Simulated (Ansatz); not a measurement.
Geometry optimisation, RKS PBE/def2-SVP (Ansatz).

input.yaml

```yaml
crystal:
  periodic: [false, false, false]
  atoms:
    - { symbol: O, position_ang: [0.2789, -1.9101, 0.0113] }
    - { symbol: C, position_ang: [0.9832, -0.9944, 0.501] }
    - { symbol: O, position_ang: [0.6457, 0.3687, 0.4078] }
    - { symbol: Al, position_ang: [-0.7724, 1.0637, -0.4166] }
    - { symbol: H, position_ang: [1.8951, -1.3066, 0.9874] }
    - { symbol: H, position_ang: [-1.0982, 2.6456, -0.4456] }
    - { symbol: H, position_ang: [-1.8711, 0.0651, -1.091] }
basis:
  gaussian: { orbitals: def2-SVP }
hamiltonian:
  xc: pbe
relax:
  f_tol: 0.015
  max_steps: 40
```

Command:

```bash
$ ansatz run input.yaml --threads 1 --pin off --max-ram 2048MiB --backend cpu --events-out ev --progress --plain --runs-dir out
```

Task: Where does it end, and by what steps?

Result: The run converged. After 19 steps the energy has fallen by 1.154 eV; O1 moved furthest, 1.34 Å. Joined: O1–Al4, C2–Al4.

| step | energy less start (eV) | largest force component (eV/Å) | accepted |
| --- | --- | --- | --- |
| 0 | 0.0000 | 3.860 | yes |
| 1 | -0.2704 | 1.766 | yes |
| 2 | -0.3469 | 0.764 | yes |
| 3 | -0.3602 | 1.135 | yes |
| 4 | -0.3746 | 0.572 | yes |
| 5 | -0.3843 | 0.154 | yes |
| 6 | -0.3917 | 0.068 | yes |
| 7 | -0.3929 | 0.035 | yes |
| 8 | -0.3972 | 0.773 | yes |
| 9 | -0.4038 | 0.482 | yes |
| 10 | -0.4285 | 0.370 | yes |
| 11 | -0.4436 | 0.359 | yes |
| 12 | -0.4580 | 1.438 | yes |
| 13 | -0.5763 | 1.324 | yes |
| 14 | -0.7521 | 0.924 | yes |
| 15 | -0.9987 | 1.008 | yes |
| 16 | -1.0594 | 0.773 | yes |
| 17 | -1.1076 | 0.560 | yes |
| 18 | -1.1541 | 0.066 | yes |
| 19 | -1.1544 | 0.007 | yes |

```xyz
7
Properties=species:S:1:pos:R:3
O 0.568 -0.835 -0.727
C 0.851 -0.703 0.511
O 0.224 0.179 1.190
Al -0.738 0.605 -0.466
H 1.629 -1.343 0.989
H -0.241 1.976 -1.103
H -2.230 0.054 -0.440
```

Whether the end is a true minimum wasn't checked by a vibrational analysis.

Time of the run: 43 s on 1 thread of Arm Neoverse V1, with other jobs on the host, peak memory 0.14 GiB.
